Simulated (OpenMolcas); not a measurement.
## Cu2+, Ag2+, Au2+: d9 down the group

| Quantity | Value |
| --- | --- |
| Program | OpenMolcas 26.06 |
| Method | XMS-CASPT2, IPEA 0.25 Eh, imaginary shift 0.1 Eh |
| Basis | ANO-RCC-VTZP |
| Scalar Hamiltonian | DKH2, point nucleus |
| Spin-orbit coupling | state interaction with AMFI integrals over the reference wave functions, term energies averaged over their components |

Active space for each ion: 9 electrons in 10 orbitals (d d); closed shells correlated by CASPT2: Cu2+ 3s 3p; Ag2+ 4s 4p; Au2+ 5s 5p.

Computed levels in cm-1 above 2D 5/2:

| Level | Cu2+ | Ag2+ | Au2+ |
| --- | --- | --- | --- |
| 2D 3/2 | 2070 | 4520 | 13140 |
| weight of 2D in the lowest level (%) | 100 | 100 | 100 |

Measured, with the error of the calculation in %. Measured levels: Cu2+ from Sugar and Musgrove, J. Phys. Chem. Ref. Data 19, 527 (1990); Ag2+ from Moore, Atomic Energy Levels, vol. III, NSRDS-NBS 35 (1971 reprint of NBS Circular 467, 1958); Au2+ from Iglesias, J. Res. Natl. Bur. Stand. 64A, 481 (1960).

```csv
Level,Cu2+,Ag2+,Au2+
2D 3/2,2072 (0),4607 (-2.0),12694 (+3.5)
```

The fine-structure level 2D 3/2 changes by a factor of 6.35 from Cu2+ to Au2+.

CASPT2 does not keep the components of a term degenerate, so their means are used; among the terms shown or strongly mixed into the levels shown the widest spread is 180 cm-1 (5d9 2D, Au2+). Active for correlation alone: 4d; no level in the range computed is led by a configuration that fills it, so any true level of that kind is missing (holds for Cu2+). Active for correlation alone: 5d; no level in the range computed is led by a configuration that fills it, so any true level of that kind is missing (holds for Ag2+). Active for correlation alone: 6d; no level in the range computed is led by a configuration that fills it, so any true level of that kind is missing (holds for Au2+). Computed and measured levels are paired by configuration, term and J; levels that our copy of the source lacks, or whose pairing is in doubt (as where it misses far off the trend of its configuration), stay unpaired and out of the deviations. Levels of configurations outside the active space are missing.
